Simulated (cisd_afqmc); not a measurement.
Input (AFQMC/CISD/cc-pVDZ; cisd_afqmc is a phaseless AFQMC code with CISD trial states that reads the integrals written by Ansatz):

Ansatz 0.2 input:
```python
import cisd_afqmc

open("ham.yaml", "w").write("""\
crystal:
  periodic: [false, false, false]
  atoms:
    - {symbol: B, position_ang: [0.75463725, 0.20854978, 0.04226581]}
    - {symbol: N, position_ang: [-0.50761348, -0.14028287, -0.02843047]}
    - {symbol: H, position_ang: [1.87925560, 0.51934666, 0.10525356]}
    - {symbol: H, position_ang: [-1.28046013, 0.52232676, 0.05508646]}
    - {symbol: H, position_ang: [-0.81868737, -1.10244223, -0.17265575]}
basis:
  gaussian:
    orbitals: cc-pVDZ
total_charge: 1
magnetization: {spin_polarized: false}
correlation: {method: ccsd, electrons: outside_noble_gas, hamiltonian_folder: ham}
""")
rep = cisd_afqmc.ansatz("ham.yaml")
e_ccsd = rep["correlation"]["coupled_cluster"]["energy"]["hartree"]
out = cisd_afqmc.run("ham", e_ccsd, trial="CISD", walkers=200, populations=8, threads=8, dt=0.005, steps=40, early=24, settle=10, least=32,
    cut=5e-5, rank_cut=2e-4, target=0.0004, seconds=1500, seed=1, memory=17280, gpu=False)
```

Output:

```
orbitals 41, occupied [5], factors 221 of 397, rank of the doubles 95 of 180
E(HF) = -80.623646
E(CCSD) on the cut factors = -80.875293, shift to the whole factors -0.000017
Energy of the trial state on the determinant = -80.875329
  tau behind 7.2 of longer steps, mean of the populations' last blocks
   2.0  -80.88398
   4.0  -80.88357
   6.0  -80.88257
   8.0  -80.88338
blocks 324 (0 outliers left out), error by blocks joined: 1: 0.00014, 2: 0.00017, 4: 0.00020, 8: 0.00022, 16: 0.00023
E(AFQMC/CISD) = -80.88312 +/- 0.00023
```
